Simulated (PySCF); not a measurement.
EPR parameters of C6H4NO

Compound: C6H4NO (doublet state).
Geometry (GFN2-xTB, Å), atoms numbered from 1 in this order:
```xyz
12
C6H4NO angstrom
C      3.652   -0.027    0.946
C      2.519   -0.250    0.600
C      1.240   -0.489    0.215
C      0.121   -0.718   -0.181
C     -1.259   -0.893   -0.582
N     -2.162   -0.015    0.069
C     -2.034    1.242    0.286
O     -2.695    2.067    0.874
H      4.637    0.163    1.249
H     -1.583   -1.907   -0.310
H     -1.346   -0.809   -1.677
H     -1.089    1.636   -0.223
```

The hyperfine couplings belong to this conformer and change with its torsions.

The species is `C#CC#CC[N]C=O` [radical].

Theory: PySCF, UKS B3LYP, pcH-1 on C H N O, non-relativistic, mean-field spin-orbit, GIAO. Isolated species at its GFN2-xTB geometry (one conformer only). A GFN2-xTB geometry isn't a minimum of the functional, and hyperfine couplings can be far from their values at a DFT geometry. The SCF solution wasn't tested for stability.

```
g1, g2, g3                      : 2.00254, 2.00379, 2.00544
g_iso                           : 2.00393
Form of g                       : rhombic: the two nearest values differ by 43 % of g3 − g1
⟨S²⟩                            : 0.7610 (exact 0.7500)
α and β electrons               : 28, 27
HOMO–LUMO gap, α and β orbitals : 6.08, 2.39 eV
```

Isotropic coupling and dipolar principal values T1 to T3, in MHz:

```tsv
atom	isotope	a_iso	T1	T2	T3	Mulliken spin population
C1	13C	1.0	-1.6	-0.9	2.5	0.01
C2	13C	-1.7	-0.9	0.1	0.8	-0.01
C3	13C	2.8	-3.0	-1.1	4.1	0.02
C4	13C	-3.3	-2.3	0.7	1.6	0.00
C5	13C	-4.2	-4.0	-1.5	5.4	-0.04
N6	14N	29.4	-28.6	-27.5	56.1	0.57
C7	13C	-57.1	-16.9	1.5	15.3	-0.07
O8	17O	-17.3	-93.6	42.3	51.3	0.27
H9	1H	-1.0	-0.8	-0.2	0.9	0.00
H10	1H	91.5	-6.2	-4.0	10.2	0.03
H11	1H	75.3	-3.8	-2.5	6.2	0.04
H12	1H	367.2	-6.7	-1.6	8.3	0.18
```

The Mulliken spin populations are largest on N6 (+0.57), O8 (+0.27), H12 (+0.18) and C7 (-0.07). Three atoms exceed +0.15. The positive populations add up to 1.12 and the negative ones to -0.12, together 2S = 1.

The SMILES `C#CC#CC[N]C=O` draws the unpaired electron on N6, whose computed spin population is only +0.57.

Under fast tumbling the dipolar parts average out, and these isotropic splittings remain: 1 × 1H (H12, I = 1/2, 2 lines) with 13.09 mT, 2 × 1H (H10/H11, I = 1/2, 3 lines) with 2.97 mT, 1 × 14N (N6, I = 1, 3 lines) with 1.05 mT and 1 × 1H (H9, I = 1/2, 2 lines) with 0.04 mT.

Class means assume fast exchange of nuclei equivalent by connectivity; if that motion is slow, each nucleus keeps its own coupling. The 1H value of +83.4 MHz is a mean of couplings from 75.3 to 91.5 MHz in this one geometry, not an average over conformers.

The 17O coupling of O8 (-17.3 MHz) shows only in satellite lines or after enrichment, since that isotope makes up about 0.038 % of natural oxygen.

The 13C coupling of C7 (-57.1 MHz) shows only in satellite lines or after enrichment, since that isotope makes up about 1.07 % of natural carbon.

Examples of negative spin density at the nucleus (bohr⁻³): C7 (-0.0508), C5 (-0.0037) and C4 (-0.0030).

Hardware: Arm Neoverse V1, one thread, on a shared host. Cost: 72 s (with the writing of density and orbital grids), 0.90 GiB resident at most.
